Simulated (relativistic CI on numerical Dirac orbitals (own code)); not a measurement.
Computed by Dirac-Coulomb-Breit CI, KLI orbitals optimised for each configuration, model QED (radiative potential, 1s self-energy scaled to tabulated hydrogen-like ionisation energies), unscaled Slater integrals (own radial code, finite nucleus).

The strongest absorption lines from the ground level of an ion, among the configurations computed and to levels below about 1230 eV (vacuum wavelength in Å, gf): 10.267 (1.1), 10.268 (1.5), 10.303 (0.43), 10.366 (0.41), 10.428 (0.4), 10.588 (0.85), 12.686 (0.62), 40.237 (0.91).

(1) Which ion is it?
A. Nd XXXIV
B. La XXXI
C. Xe XXVIII
D. Nd XXXII

Answers

(1) A. Nd XXXIV has 27 electrons and the ground level 3s2 3p6 3d9 2D_5/2; the strongest line goes to 3s2 3p6 3d8 4f 4G°_7/2. The pattern of lines fixes the number of electrons, and along that sequence the line energies rise steadily with the charge (about as its square where n changes within one kind of shell, about linearly where n is kept but much faster in heavy ions where fine structure, which grows about as Z⁴, sets the gap, and irregularly where shells cross), which fixes Z. Configurations outside the model, such as inner-shell arrays, can give stronger lines. At this charge energies of transitions that change n are usually good to better than 1 %, and those within a shell (Δn = 0) to a few per cent.

LS names give the leading component of a level, which can be under half, so a name can repeat, a term be missing and a line seem to break the LS rules.
